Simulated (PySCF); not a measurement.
## Cd₂: frontier orbitals

r²SCAN at R = 3.612 Å; basis Cd def2-TZVPP with ECP28; scalar-relativistic core potentials; PySCF 2.14. State: ¹Σg⁺ (singlet), closed shell. Only the outer orbitals are listed.

| orbital | occ. | ε (eV) | main shells (%) |
| --- | --- | --- | --- |
| σg | 2 | -6.49 | 98 s |
| σu | 2 | -5.38 | 97 s |
| σg | 0 | -1.42 | 98 p |
| πu | 0 | -1.26 | 100 p |
| πu | 0 | -1.26 | 100 p |

Task: Which are the highest filled and the lowest empty level, where do they sit, and how wide is the gap?

Result: Highest filled σu at -5.38 eV (in %: 97 s); lowest empty σg at -1.42 eV (in %: 98 p); the gap at r²SCAN is 3.96 eV.

- bond order (Mayer): 0.15
- ⟨S²⟩: 0.000

Closed-shell solutions of metal pairs were not tested for spin polarisation, which can lower them a little.
